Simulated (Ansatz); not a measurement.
`C[SiH](O)[SnH3]` + `O[SiH2][SiH3]` → `[SiH3][SiH2][O][SnH3]` + `C[SiH2]O`  (cleavage of the Sn–Si bond)

Program: Ansatz. Geometries: PBE0-D4/def2-TZVP. ΔE: electronic, gas phase. CCSD(T)/CBS adds triple-zeta CCSD(T) − MP2 to the extrapolated MP2 energy (def2 sets, frozen cores). This one scheme is used for every species. DFT in def2-TZVPP. B3LYP here is the variant with VWN-RPA as its local correlation; programs differ in this. def2 core potentials past Kr. For Sn outer-core shells are correlated without core-valence functions, which leaves a few kJ/mol of doubt a bond. One conformer a species, not always the lowest.

**Question.** Is it downhill or uphill in electronic energy at CCSD(T)/CBS, and by how much? (An estimate is asked.)

**Answer.** Computed: Downhill: ΔE = -0.21 eV.

**Question.** What do these levels give: PBE0-D4, B3LYP-D4, PBE, B3LYP, HF/def2-TZVPP, MP2/def2-TZVPP, SCS-MP2/def2-TZVPP, CCSD/def2-TZVPP, MP2/def2-QZVPP, SCS-MP2/def2-QZVPP, HF/CBS(def2), CCSD/CBS(def2)? (Estimate.)

**Answer.** Ansatz gave: PBE0-D4 -0.03, B3LYP-D4 -0.19, PBE 0.00, B3LYP -0.20, HF/def2-TZVPP -0.43, MP2/def2-TZVPP -0.23, SCS-MP2/def2-TZVPP -0.31, CCSD/def2-TZVPP -0.24, MP2/def2-QZVPP -0.23, SCS-MP2/def2-QZVPP -0.31, HF/CBS(def2) -0.47, CCSD/CBS(def2) -0.23 eV.

Largest T1 diagnostic among the species: 0.014.

In def2-TZVPP, CCSD(T) changes the Hartree–Fock value by +0.21 eV (the triples alone add +0.01 eV) and MP2 by +0.21 eV. From PBE to PBE0 (25 % exact exchange), in def2-TZVPP and without D4, ΔE moves by −0.04 eV.
